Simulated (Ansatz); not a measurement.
`CC[O][InH][Cl]` + `OB(F)F` → `CCOB(F)F` + `[OH][InH][Cl]`  (substitution at a C–O bond)

Isolated molecules relaxed with PBE0-D4/def2-TZVP in Ansatz; ΔE leaves out vibrations. CCSD(T)/CBS adds triple-zeta CCSD(T) − MP2 to the extrapolated MP2 energy (def2 sets, frozen cores). This one scheme is used for every species. Functionals use def2-TZVPP. def2 core potentials past Kr. For In outer-core shells are correlated without core-valence functions, which leaves a few kJ/mol of doubt a bond. Each species was taken in one conformer, which may not be the lowest.

`CC[O][InH][Cl]`:

Z-matrix (Å, degrees):
```
C
C 1 1.513
H 1 1.095 2 110.7
H 1 1.092 2 110.5 3 -120.3
H 1 1.094 2 110.8 3 119.4
O 2 1.410 1 112.1 3 65.1
H 2 1.097 1 109.8 3 -176.5
H 2 1.098 1 109.5 3 -59.3
In 6 1.965 2 122.7 1 -80.6
Cl 9 2.334 6 110.4 2 -6.9
H 9 1.689 6 126.1 2 174.8
```

`OB(F)F`:

Z-matrix (Å, degrees):
```
B
O 1 1.345
F 1 1.327 2 122.2
F 1 1.317 2 119.5 3 -180.0
H 2 0.960 1 113.5 3 -0.0
```

`CCOB(F)F`:

Z-matrix (Å, degrees):
```
C
C 1 1.509
H 1 1.091 2 110.7
H 1 1.092 2 111.0 3 -120.6
H 1 1.092 2 110.0 3 119.8
O 2 1.426 1 110.9 3 56.6
H 2 1.093 1 110.9 3 179.0
H 2 1.092 1 110.9 3 -60.8
B 6 1.338 2 121.9 1 93.1
F 9 1.329 6 122.9 2 1.4
F 9 1.321 6 119.5 2 -178.7
```

`[OH][InH][Cl]`:

Z-matrix (Å, degrees):
```
In
O 1 1.968
Cl 1 2.333 2 109.8
H 1 1.688 2 126.8 3 -180.0
H 2 0.961 1 111.6 3 0.0
```

(1) Is it downhill or uphill in electronic energy at CCSD(T)/CBS, and by how much? (An estimate is asked.)

(2) What do these levels give: r2SCAN-D4, B97M-V, r2SCANh-D4, BHLYP-D4, B2PLYP, revPBE, BLYP, r2SCAN, r2SCAN0, BHLYP, RPA@PBE/def2-TZVPP, MP2/def2-SVP? (Best estimate.)

Largest T1 diagnostic among the species: 0.015.

Answers

(1) Computed: Downhill: ΔE = -0.04 eV.

(2) The calculation gave: r2SCAN-D4 -0.06, B97M-V -0.04, r2SCANh-D4 -0.06, BHLYP-D4 -0.06, B2PLYP -0.07, revPBE -0.08, BLYP -0.10, r2SCAN -0.06, r2SCAN0 -0.07, BHLYP -0.11, RPA@PBE/def2-TZVPP -0.05, MP2/def2-SVP 0.02 eV.

Leaving LDA and LC-ωPBE aside and taking each functional with its dispersion term where it has one, the values, not all of them listed here, spread over 0.05 eV, from CAM-B3LYP-D4 to revPBE-D4. In def2-TZVPP, CCSD(T) changes the Hartree–Fock value by +0.08 eV (the triples alone add +0.02 eV) and MP2 by +0.09 eV.
